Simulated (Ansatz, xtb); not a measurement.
## C5H9NO: which of two isomers lies lower

Structure X is `C/C=C(\C)NC=O`, a singlet and structure Y is `C/C=C(C)\N=C\O`, a singlet. Both are isolated molecules in the gas phase, relaxed with PBE0-D3(BJ)/def2-SVP; the shapes shown needn't be the lowest conformers.

X (Å):

```yaml
atoms:
  - { symbol: C, position_ang: [-2.5218, 0.6263, 3.2493] }
  - { symbol: C, position_ang: [-1.1867, 0.1637, 2.7738] }
  - { symbol: C, position_ang: [-0.5830, 0.4430, 1.6019] }
  - { symbol: C, position_ang: [-1.1537, 1.2985, 0.5168] }
  - { symbol: C, position_ang: [1.5162, 0.0026, 0.2940] }
  - { symbol: N, position_ang: [0.6906, -0.1133, 1.3732] }
  - { symbol: O, position_ang: [1.3167, 0.6269, -0.7199] }
  - { symbol: H, position_ang: [-2.4339, 1.1958, 4.1903] }
  - { symbol: H, position_ang: [-3.1860, -0.2282, 3.4640] }
  - { symbol: H, position_ang: [-3.0371, 1.2688, 2.5233] }
  - { symbol: H, position_ang: [-0.6383, -0.4824, 3.4722] }
  - { symbol: H, position_ang: [-0.4960, 2.1512, 0.2977] }
  - { symbol: H, position_ang: [-1.2425, 0.7375, -0.4241] }
  - { symbol: H, position_ang: [-2.1422, 1.6739, 0.8037] }
  - { symbol: H, position_ang: [1.0482, -0.6880, 2.1272] }
  - { symbol: H, position_ang: [2.4558, -0.5802, 0.4617] }
```

Y (Å):

```yaml
atoms:
  - { symbol: C, position_ang: [-0.9320, 0.3566, 3.7053] }
  - { symbol: C, position_ang: [-1.5354, 0.9967, 2.4985] }
  - { symbol: C, position_ang: [-1.0288, 1.0213, 1.2502] }
  - { symbol: C, position_ang: [-1.6790, 1.7736, 0.1286] }
  - { symbol: C, position_ang: [0.3571, -0.8170, 0.9818] }
  - { symbol: N, position_ang: [0.1888, 0.4309, 0.8871] }
  - { symbol: O, position_ang: [1.5089, -1.4091, 0.6763] }
  - { symbol: H, position_ang: [0.0952, 0.0095, 3.5231] }
  - { symbol: H, position_ang: [-1.5202, -0.5109, 4.0514] }
  - { symbol: H, position_ang: [-0.9018, 1.0659, 4.5490] }
  - { symbol: H, position_ang: [-2.4679, 1.5494, 2.6536] }
  - { symbol: H, position_ang: [-0.9809, 2.5228, -0.2783] }
  - { symbol: H, position_ang: [-1.9311, 1.0932, -0.7018] }
  - { symbol: H, position_ang: [-2.5953, 2.2807, 0.4585] }
  - { symbol: H, position_ang: [-0.4063, -1.5443, 1.3051] }
  - { symbol: H, position_ang: [2.1160, -0.7018, 0.4064] }
```

Task: Which of the two would you expect CCSD(T)/def2-SVP + ΔMP2/def2-TZVPP electronic energies to favour?

Result: Structure X; the calculation gives E(Y) − E(X) = +35.2 kJ/mol.

Level by level:

| level | geometry | E(Y) − E(X) (kJ/mol) | departure from the last row (kJ/mol) | job, with rough time for the two |
| --- | --- | --- | --- | --- |
| GFN2-xTB | GFN2-xTB | +34.1 | −1.1 | optimisation, 0.12 s |
| HF/STO-3G | GFN2-xTB | +30.9 | −4.3 | single point, 0.52 s |
| r2SCAN-D4/def2-SVP | GFN2-xTB | +59.2 | +23.9 | single point, 6.6 s |
| PBE0-D3(BJ)/def2-SVP | PBE0-D3(BJ)/def2-SVP | +52.7 | +17.5 | optimisation, 1.9 min |
| HF/def2-SVP | PBE0-D3(BJ)/def2-SVP | +47.6 | +12.4 | part of the CCSD(T) run |
| MP2/def2-SVP | PBE0-D3(BJ)/def2-SVP | +45.2 | +10.0 | part of the CCSD(T) run |
| CCSD(T)/def2-SVP | PBE0-D3(BJ)/def2-SVP | +44.0 | +8.8 | single point |
| CCSD(T)/def2-SVP + ΔMP2/def2-TZVPP | PBE0-D3(BJ)/def2-SVP | +35.2 |  | single point, 2.6 min |

As drawn, Y has 1 C=N, 1 C–O, 1 O–H in place of 1 C–N, 1 C=O, 1 N–H.

None of the levels shown reverses the order. The largest departure from CCSD(T)/def2-SVP + ΔMP2/def2-TZVPP is that of r2SCAN-D4/def2-SVP, 23.9 kJ/mol. The last row adds to CCSD(T) the change of the MP2 difference between the two basis sets, here −8.8 kJ/mol.

With thermal terms from frequencies at re-optimised GFN2-xTB minima (ideal gas, soft modes damped towards free rotors, one conformer each, 298.15 K, 1 atm): on the last row, ΔE + ΔZPE = +33.6, ΔH = +33.5, ΔG = +34.2 kJ/mol.

The correlated steps freeze 7 core orbitals. Codes used: Ansatz 0.2.0, xtb 6.7.1; the last row on 2 threads of Arm Neoverse V2 on a shared host.
